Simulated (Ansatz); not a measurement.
Ga(PH3)F3 (GaPH₃F₃) was relaxed with PBE0-D4 (def2-SVP) in Ansatz in these states: charge +1 doublet, neutral singlet. The geometries follow in no particular order.

A:

Cartesian coordinates in Å:
```
Ga 0.254 0.818 2.061
P -0.211 -0.857 -1.605
H -1.328 -0.015 -1.753
H -0.399 -2.020 -2.393
H 0.966 -0.206 -2.017
F -1.284 0.995 2.788
F 0.124 0.253 0.361
F 1.876 1.030 2.558
```

B:

```xyz
8

Ga    0.1473    0.7738    1.1268
P    -0.1176   -0.6283   -0.9144
H     1.0416   -0.8779   -1.6841
H    -1.0007   -0.1518   -1.9100
H    -0.6050   -1.9429   -0.7335
F     0.8500    2.2125    0.4142
F     1.2115   -0.2549    2.0651
F    -1.5270    0.8695    1.6358
```

Question: Judge from the bond lengths which geometry belongs to which state (an estimate).

Answer: A is the charge +1 doublet (Ga1–P2 4.057 Å, Ga1–F7 1.796 Å, Ga1–F8 1.710 Å); B is the neutral singlet (Ga1–P2 2.490 Å, Ga1–F7 1.753 Å, Ga1–F8 1.753 Å).

The charge +1 doublet has come apart into loosely held pieces.
